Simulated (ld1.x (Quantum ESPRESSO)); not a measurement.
The numbers below are computed, except where a source is named.
**Potentials for lithium compared**

Generated with ld1.x 7.5 (TM, RRKJ, ultrasoft, PAW), atompaw 4.2 or ONCVPSP 4.0.1. The cutoff is in Ry: for ld1.x and atompaw files where the sum of valence levels is converged to 10 mRy in a Bessel basis, for ONCV files where the hardest occupied wave has 1 mHa per electron of residual kinetic energy. The error is the largest all-electron minus pseudo excitation energy over each file’s own four to seven test configurations (ionisations up to +4, promotions, holes and added fractions of an electron), all of which were solved. The labels leave out finer settings (local radius, basis sizes, second energies), which also bear on the numbers. Spin-polarised tests are not counted. The rows are a selection from randomly drawn settings: files with unsolved tests, undetermined cutoffs or missed reference levels are left out.

A true bound ghost makes a file unfit for plane-wave use even where its test errors are small: the radial tests pick states by their node count and pass the ghost by.

| potential | cutoff (Ry) | largest error (meV) | bound ghosts |
| --- | --- | --- | --- |
| TM semilocal, Wu–Cohen, non-relativistic, rc 3.55/4.20 (sp), local s, core correction yes, reference 2s1 2p0 | 6 | -13 | none |
| TM, PBE, scalar-relativistic, rc 3.20/4.20/3.40 (spd), local s, core correction yes, reference 2s1 2p0 | 6 | -5.5 | none |
| PAW, PBE, scalar-relativistic, rc 1.05/4.60/4.20 (spd), local smoothed, core correction no, reference 1s2 2s0 2p1 | 40 | -135 | p |
| TM semilocal, PBEsol, scalar-relativistic, rc 3.35/4.20 (sp), local p, core correction yes, reference 2s1 2p0 | 6 | -9.1 | none |

Question: Fill in the row for Li: TM semilocal, LDA (PZ), scalar-relativistic, rc 2.40/4.20/3.90 (spd), local s, core correction no, reference 2s1 2p0.

Answer: cutoff 6 Ry, largest error +5.9 meV, bound ghosts: none.
